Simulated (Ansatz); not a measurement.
One change: `[AlH2][CH2][GaH2]` becomes `C[CH2][AlH2]`.

Ansatz, PBE0-D4/def2-TZVP geometries, multiplicity 1. 

Scalar relativity is left out up to krypton.

| property | `[AlH2][CH2][GaH2]` |
| --- | --- |
| HOMO energy (ωB97M-V/def2-TZVPP) / eV | -9.97 |
| LUMO energy (ωB97M-V/def2-TZVPP) / eV | -0.24 |
| HOMO–LUMO gap (ωB97M-V/def2-TZVPP) / eV | 9.73 |
| size of the dipole moment (ωB97M-V/def2-TZVPP) / D | 1.00 |
| zero-point energy (PBE0-D4/def2-TZVP) / kJ/mol | 136.6 |
| ideal-gas entropy at 298 K and 1 bar (rigid rotor, harmonic PBE0-D4/def2-TZVP) / J/(mol·K) | 337 |

(1) Give the same properties after the change, and the shifts. (Estimate.)

Answers

(1) Ansatz gave: 
```
                                                                                  property  `C[CH2][AlH2]`  shift
                                                     HOMO energy (ωB97M-V/def2-TZVPP) / eV           -9.76   0.21
                                                     LUMO energy (ωB97M-V/def2-TZVPP) / eV            0.26   0.50
                                                   HOMO–LUMO gap (ωB97M-V/def2-TZVPP) / eV           10.02   0.29
                                        size of the dipole moment (ωB97M-V/def2-TZVPP) / D            0.76  -0.24
                                            zero-point energy (PBE0-D4/def2-TZVP) / kJ/mol           202.1   65.5
ideal-gas entropy at 298 K and 1 bar (rigid rotor, harmonic PBE0-D4/def2-TZVP) / J/(mol·K)             308    -29
```

With PBE0 the HOMO rises by 0.28 eV and the LUMO rises by 0.56 eV, so the gap widens by about 0.28 eV. PBE moves the HOMO by 0.38 eV and ωB97M-V by 0.21 eV. The zero-point energy changes by 65.5 kJ/mol with +3 modes. Dipoles are sizes alone; their direction can turn.
